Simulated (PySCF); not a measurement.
H$_{3}$Cl$_{3}$OSi$_{2}$, singlet, at a GFN2-xTB geometry. Base run: CAMB3LYP/6-31G, polarisability in PySCF.

Input for PySCF:
```python
from pyscf import gto, scf, dft
from pyscf.prop import polarizability

mol = gto.M(
    atom='''
Si   -2.716933    0.299223   -0.613722
O    -1.113993    0.328040   -0.271879
Si    0.405388   -0.019343    0.089078
Cl    1.130772   -1.235150   -1.329550
Cl    1.400533    1.716629    0.131950
Cl    0.440665   -0.918805    1.879776
H    -3.360064   -0.290290    0.556186
H    -2.850932   -0.523676   -1.811515
H    -3.038933    1.705864   -0.821616
''',
    basis='6-31g',
    charge=0,
    spin=0,
    verbose=3,
)

mf = dft.RKS(mol)
mf.xc = 'camb3lyp'
mf.kernel()
alpha = mf.Polarizability().polarizability()[2, 2]
print('alpha_zz =', alpha)
```

Each row names what was changed in the base input (with any setting that the change needs).

| change | alpha_zz (bohr³) | basis functions | core-seconds (rough) |
|---|---|---|---|
| base | 64.47 | 80 | 80 |
| functional = lda,vwn | 69.02 | 80 | 20 |
| finite field (a.u.) = 2e-4; conv_tol = 1e-6 | 62.20 | 80 | 70 |
| basis = cc-pVDZ | 70.07 | 119 | 100 |
| finite field (a.u.) = 0.001; conv_tol = 1e-6 | 64.46 | 80 | 80 |
| basis = STO-3G | 34.01 | 53 | 20 |
| finite field (a.u.) = 0.05; conv_tol = 1e-11 | 65.02 | 80 | 200 |
| finite field (a.u.) = 2e-4; conv_tol = 1e-11 | 64.47 | 80 | 100 |
| finite field (a.u.) = 0.02; conv_tol = 1e-11 | 64.56 | 80 | 100 |
| functional = pbe0 | 65.64 | 80 | 20 |
| basis = 6-31G* | 66.48 | 110 | 100 |

Finite-field rows take the second difference of the energy in a field along z; a small field with loose convergence shows SCF noise divided by the square of the field, and a large one adds hyperpolarisability.
